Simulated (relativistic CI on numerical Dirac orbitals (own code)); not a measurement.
## Mn5+: L2,3 absorption edge

Computed with this model: Dirac-Coulomb-Breit CI, KLI orbitals optimised for each configuration, model QED (radiative potential, 1s self-energy scaled to tabulated hydrogen-like ionisation energies), multiplet model of core-to-valence dipole absorption, unscaled Slater integrals; configurations [Ar] 3d2 → [He] 2s2 2p5 3s2 3p6 3d3; 10 K; Lorentzian 0.6 eV and Gaussian 0.3 eV FWHM. Energies are those of the free ion, without screening or charge transfer. The branching ratio is the share of the lower-energy edge in the whole absorption, uncertain by about 0.02 where the edges overlap. S is read from ⟨S²⟩ = S(S + 1).

Field parameters in Wybourne normalisation: Td as Oh with Dq negative (B⁴₀ = 21Dq, B⁴₄ = √(5/14) B⁴₀). The field is a parameter set, without covalency.

Peaks in eV (height, largest 100): 650.4 (15), 653.4 (100), 655.9 (16), 657.2 (21), 659.4 (18), 661.4 (66), 664.6 (75).

Which surroundings give this spectrum?
A. Td, 10Dq = -15750 cm⁻¹
B. Td, 10Dq = -5900 cm⁻¹
C. free ion
D. Td, 10Dq = -12450 cm⁻¹

A. Td, 10Dq = -15750 cm⁻¹, where the ground state has S = 1.00.
